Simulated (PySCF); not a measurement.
C₂H₈ClNSi, SMILES C[Si](N)(C)Cl.

Coordinates come from a PBE-D3(BJ)/def2-SVP optimisation. The values are those of a single conformer.

Computed with PBE-D3(BJ)/def2-SVP run with PySCF 2.14.0.

Frequencies are harmonic and unscaled.

Task: Give all harmonic wavenumbers and intensities. (The exact figures need the calculation; the answer reports its results.)

Result: 
```json
[
 {"mode": "1", "ν (cm⁻¹)": "140", "IR (km/mol)": "0.0", "moving atoms (share of kinetic energy)": "H 99 %"},
 {"mode": "2", "ν (cm⁻¹)": "151", "IR (km/mol)": "0.4", "moving atoms (share of kinetic energy)": "H 98 %"},
 {"mode": "3", "ν (cm⁻¹)": "166", "IR (km/mol)": "5.6", "moving atoms (share of kinetic energy)": "H 37 %, C 35 %, Cl 18 %, N 9 %"},
 {"mode": "4", "ν (cm⁻¹)": "167", "IR (km/mol)": "3.2", "moving atoms (share of kinetic energy)": "C 40 %, H 32 %, N 14 %, Cl 13 %"},
 {"mode": "5", "ν (cm⁻¹)": "225", "IR (km/mol)": "3.6", "moving atoms (share of kinetic energy)": "H 32 %, C 26 %, Si 21 %, N 11 %, Cl 11 %"},
 {"mode": "6", "ν (cm⁻¹)": "232", "IR (km/mol)": "0.0", "moving atoms (share of kinetic energy)": "H 50 %, C 20 %, Si 18 %"},
 {"mode": "7", "ν (cm⁻¹)": "245", "IR (km/mol)": "8.2", "moving atoms (share of kinetic energy)": "H 27 %, N 26 %, Cl 22 %, Si 14 %, C 11 %"},
 {"mode": "8", "ν (cm⁻¹)": "295", "IR (km/mol)": "28.5", "moving atoms (share of kinetic energy)": "H 68 %, N 20 %"},
 {"mode": "9", "ν (cm⁻¹)": "462", "IR (km/mol)": "7.9", "moving atoms (share of kinetic energy)": "Cl 39 %, Si 27 %, H 17 %, N 10 %"},
 {"mode": "10", "ν (cm⁻¹)": "494", "IR (km/mol)": "230.8", "moving atoms (share of kinetic energy)": "H 62 %, N 22 %"},
 {"mode": "11", "ν (cm⁻¹)": "643", "IR (km/mol)": "37.6", "moving atoms (share of kinetic energy)": "C 50 %, H 22 %, Si 19 %"},
 {"mode": "12", "ν (cm⁻¹)": "672", "IR (km/mol)": "0.2", "moving atoms (share of kinetic energy)": "H 76 %, C 21 %"},
 {"mode": "13", "ν (cm⁻¹)": "706", "IR (km/mol)": "13.5", "moving atoms (share of kinetic energy)": "H 61 %, C 25 %, Si 12 %"},
 {"mode": "14", "ν (cm⁻¹)": "751", "IR (km/mol)": "16.0", "moving atoms (share of kinetic energy)": "H 59 %, C 26 %, Si 13 %"},
 {"mode": "15", "ν (cm⁻¹)": "768", "IR (km/mol)": "5.5", "moving atoms (share of kinetic energy)": "H 57 %, N 22 %, C 18 %"},
 {"mode": "16", "ν (cm⁻¹)": "817", "IR (km/mol)": "121.6", "moving atoms (share of kinetic energy)": "H 63 %, C 22 %, Si 14 %"},
 {"mode": "17", "ν (cm⁻¹)": "876", "IR (km/mol)": "96.2", "moving atoms (share of kinetic energy)": "H 62 %, Si 20 %, N 11 %"},
 {"mode": "18", "ν (cm⁻¹)": "882", "IR (km/mol)": "142.4", "moving atoms (share of kinetic energy)": "Si 41 %, H 26 %, N 24 %, C 8 %"},
 {"mode": "19", "ν (cm⁻¹)": "1218", "IR (km/mol)": "40.8", "moving atoms (share of kinetic energy)": "H 76 %, C 23 %"},
 {"mode": "20", "ν (cm⁻¹)": "1222", "IR (km/mol)": "17.6", "moving atoms (share of kinetic energy)": "H 78 %, C 21 %"},
 {"mode": "21", "ν (cm⁻¹)": "1374", "IR (km/mol)": "0.4", "moving atoms (share of kinetic energy)": "H 96 %"},
 {"mode": "22", "ν (cm⁻¹)": "1378", "IR (km/mol)": "1.7", "moving atoms (share of kinetic energy)": "H 96 %"},
 {"mode": "23", "ν (cm⁻¹)": "1382", "IR (km/mol)": "4.1", "moving atoms (share of kinetic energy)": "H 96 %"},
 {"mode": "24", "ν (cm⁻¹)": "1388", "IR (km/mol)": "6.8", "moving atoms (share of kinetic energy)": "H 96 %"},
 {"mode": "25", "ν (cm⁻¹)": "1502", "IR (km/mol)": "40.3", "moving atoms (share of kinetic energy)": "H 90 %, N 10 %"},
 {"mode": "26", "ν (cm⁻¹)": "2979", "IR (km/mol)": "2.1", "moving atoms (share of kinetic energy)": "H 97 %"},
 {"mode": "27", "ν (cm⁻¹)": "2980", "IR (km/mol)": "1.1", "moving atoms (share of kinetic energy)": "H 97 %"},
 {"mode": "28", "ν (cm⁻¹)": "3079", "IR (km/mol)": "1.7", "moving atoms (share of kinetic energy)": "H 91 %, C 9 %"},
 {"mode": "29", "ν (cm⁻¹)": "3080", "IR (km/mol)": "4.6", "moving atoms (share of kinetic energy)": "H 91 %, C 9 %"},
 {"mode": "30", "ν (cm⁻¹)": "3085", "IR (km/mol)": "0.4", "moving atoms (share of kinetic energy)": "H 91 %, C 9 %"},
 {"mode": "31", "ν (cm⁻¹)": "3086", "IR (km/mol)": "5.3", "moving atoms (share of kinetic energy)": "H 91 %, C 9 %"},
 {"mode": "32", "ν (cm⁻¹)": "3472", "IR (km/mol)": "16.9", "moving atoms (share of kinetic energy)": "H 96 %"},
 {"mode": "33", "ν (cm⁻¹)": "3563", "IR (km/mol)": "17.4", "moving atoms (share of kinetic energy)": "H 92 %, N 8 %"}
]
```
